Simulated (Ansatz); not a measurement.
Relaxation of BCl3 (4 atoms, charge 0, multiplicity 1), to a largest force component of 0.02 eV/Å in at most 40 steps.

The calculation used RKS PBE0-D4/def2-SVP in Ansatz.

```xyz
4
Properties=species:S:1:pos:R:3
B 0.000 0.000 0.000
Cl 0.000 0.000 1.860
Cl 1.611 0.000 -0.930
Cl -1.611 0.000 -0.930
```

Task: Where does it end, and by what steps?

Result: It converged. After 3 steps the energy has fallen by 0.518 eV; Cl2 moved furthest, 0.12 Å.

```json
{"step": "0", "energy less start (eV)": "0.0000", "largest force component (eV/Å)": "2.651", "accepted": "yes"}
{"step": "1", "energy less start (eV)": "-0.4403", "largest force component (eV/Å)": "1.162", "accepted": "yes"}
{"step": "2", "energy less start (eV)": "-0.5158", "largest force component (eV/Å)": "0.234", "accepted": "yes"}
{"step": "3", "energy less start (eV)": "-0.5185", "largest force component (eV/Å)": "0.002", "accepted": "yes"}
```

```xyz
4
Properties=species:S:1:pos:R:3
B 0.000 0.000 0.000
Cl 0.000 0.000 1.742
Cl 1.508 0.000 -0.871
Cl -1.508 0.000 -0.871
```

Run time: 11 s on 1 thread of Arm Neoverse V1, on a shared host, peak memory 0.13 GiB.
